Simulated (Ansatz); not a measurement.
Frontier orbitals of C2H6InNO (`[CH3][In]([NH2])[CH]=O`).

Cartesian coordinates in Å:
```
C -1.8877 -0.0756 0.7572
In 0.1118 0.0031 -0.0081
N 0.3669 0.0379 -2.0102
C 2.0692 0.0551 1.0493
O 2.1641 -0.0039 2.2456
H -2.5820 -0.3534 -0.0360
H -2.1698 0.9032 1.1483
H -1.9555 -0.8008 1.5683
H 1.2590 0.0793 -2.4746
H -0.3834 0.0183 -2.6814
H 3.0075 0.1367 0.4416
```

Charge 0, multiplicity 1. Correlated methods include outer-core shells of In, which these sets cover unevenly. In: def2 effective core potential. All single points use the PBE0-D4/def2-TZVP geometry. It is one conformer, not always the lowest. Basis def2-TZVPP, Ansatz 0.2.0.

Orbital energies of one run (eV). Highest occupied ones, from the top: -5.16, -5.91, -7.36, -9.30, -10.01, -10.12, -10.14, -10.98, -11.54, -11.76, -15.08, -17.33, -18.66, -18.86. Empty: -2.53, -0.79, -0.36, 0.51, 0.99, 2.06.

(1) Which functional gave them?
A. LC-ωPBE
B. PBE0
C. r2SCAN
D. B3LYP

Results:

(1) C. HOMO energies: r2SCAN -5.16, LC-ωPBE -8.78, B3LYP -6.03, PBE0 -6.21 eV.

B3LYP here is the variant with VWN-RPA as its local correlation; programs differ in this. LC-ωPBE has ω = 0.4 bohr⁻¹.
